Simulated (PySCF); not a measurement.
Species: C₄H₇NSi.
InChI=1S/C4H7NSi/c1-4(2)6-3-5/h1,6H2,2H3

Torsions of this conformer, `[CH2:1]=[C:2]([CH3:3])[SiH2:4][C:5]#[N:6]`: C1–C2–Si4–C5 125°.

The closed-shell ground state was solved at several levels (PySCF, density fitting, gas phase, non-relativistic). The structure is a single PBE0-D3(BJ)/def2-SVP conformer in the gas phase; no vibrational or solvent corrections.

| level | basis functions | total energy (Eh) | HOMO (eV) | LUMO (eV) | gap (eV) | dipole (D) |
| --- | --- | --- | --- | --- | --- | --- |
| LDA/pcSseg-1 | 144 | -497.7538 | -7.18 | -2.09 | 5.09 | 3.93 |
| PBE0/def2-TZVPD | 291 | -500.5583 | -8.15 | -1.01 | 7.14 | 3.98 |
| wB97X-D/pcSseg-1 | 144 | -500.7401 | -9.99 | 0.89 | 10.88 | 3.98 |
| PBE0/6-31G | 72 | -500.3592 | -7.91 | -0.42 | 7.49 | 3.92 |
| PBE0/aug-cc-pVDZ | 205 | -500.4918 | -8.12 | -0.98 | 7.14 | 4.00 |

Question: What might PBE0/cc-pVTZ (282 basis functions) give for the same quantities?

Answer: Total energy -500.5535 Eh, HOMO -8.11 eV, LUMO -0.90 eV, gap 7.21 eV, dipole 3.91 D.

Question: Over all these levels, which gives the widest orbital gap and which the narrowest?

Answer: wB97X-D/pcSseg-1 (range-separated hybrid) has the widest, 10.88 eV, and LDA/pcSseg-1 (LDA) the narrowest, 5.09 eV. The two share the basis. From the narrowest to the widest the HOMO moves by -2.81 eV and the LUMO by +2.98 eV.

Question: How much does the basis alone move the frontier levels among the 4 PBE0 rows (the withheld one included)?

Answer: The HOMO by 0.24 eV and the LUMO by 0.59 eV. By rising basis size (HOMO, LUMO in eV): 6-31G -7.91, -0.42; aug-cc-pVDZ -8.12, -0.98; cc-pVTZ -8.11, -0.90; def2-TZVPD -8.15, -1.01.

Question: How far do the dipole and the HOMO energy spread over the levels?

Answer: The dipole runs from 3.91 to 4.00 D (mean 3.95 D) and the HOMO from -9.99 to -7.18 eV.

Note: wB97X-D ran without an empirical dispersion term, which enters the total energy and its gradient alone.
